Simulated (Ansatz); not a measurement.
`[F][Al]([Br])[Br]` + HCl → `[Cl][Al]([Br])[Br]` + H–F at 500 K and 1 bar (ligand exchange at the Al–F bond).

Isolated molecules relaxed with PBE0-D4/def2-TZVP in Ansatz; ΔE leaves out vibrations. CBS: MP2 limit from def2 TZ/QZ plus the TZ coupled-cluster correction, frozen cores. This one scheme is used for every species. For Br outer-core shells are correlated without core-valence functions, which leaves a few kJ/mol of doubt a bond. Scalar relativity is left out up to krypton.

```csv
species,CCSD(T)/CBS energy (Eh),H − E (kJ/mol),S (J/(mol·K))
`[F][Al]([Br])[Br]`,-5488.66195,44.9,372.9
HCl,-460.38127,32.5,201.9
`[Cl][Al]([Br])[Br]`,-5848.64059,43.6,385.9
H–F,-100.39570,39.4,188.7
```

H − E and S are ideal-gas, rigid-rotor, harmonic terms from PBE0-D4/def2-TZVP. 1 Eh = 2625.50 kJ/mol, R = 8.31446 J/(mol·K).

Q: By hand: ΔE, ΔH, ΔS and ΔG.

A: ΔE = (-5848.64059) + (-100.39570) − (-5488.66195) − (-460.38127) = 0.00693 Eh = 18.2 kJ/mol. Δ(H − E) = 43.6 + 39.4 − 44.9 − 32.5 = 5.6, so ΔH = 23.8 kJ/mol. ΔS = 385.9 + 188.7 − 372.9 − 201.9 = -0.2 J/(mol·K). ΔG = 23.8 − 500 × (-0.2)/1000 = 23.9 kJ/mol.

Q: By hand: the equilibrium constant, and the temperature at which ΔG would vanish if ΔH and ΔS stayed fixed.

A: log₁₀ K = −ΔG/(RT ln 10) = -2.5. ΔH and −TΔS have one sign here, so there is no such temperature.

The number of gas molecules stays the same, so ΔS is small and ΔH decides. A doubt of 5 kJ/mol in ΔE shifts log₁₀ K by 0.5 here. These are equilibria of isolated gas molecules and say nothing of rates. Largest T1 diagnostic: 0.008 (customary marks: 0.02 for closed shells, 0.045 for open ones).

ΔS is within the doubt of such terms, so its sign, and with it that verdict, could turn.
